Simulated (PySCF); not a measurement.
## Correlation energy of F⁻ (fluorine, charge -1)

[Ne], closed-shell 1S. All numbers are calculated (PySCF 2.14, the spin-free X2C one-electron Hamiltonian (Gaussian nucleus), in dyall-av3z). Frozen: 1s2; 8 electrons correlated; the 14 highest virtual orbitals of each spin left out.

| level | correlation energy (mhartree) |
| --- | --- |
| CCSD | -295.45 |
| (T) | -10.73 |
| CCSD(T) | -306.18 |

Diagnostics: T1 = 0.021, D1 = 0.0346, largest double amplitude 0.033.

Is a single reference adequate?

Yes: T1 lies below 0.03 and no double amplitude reaches 0.07.
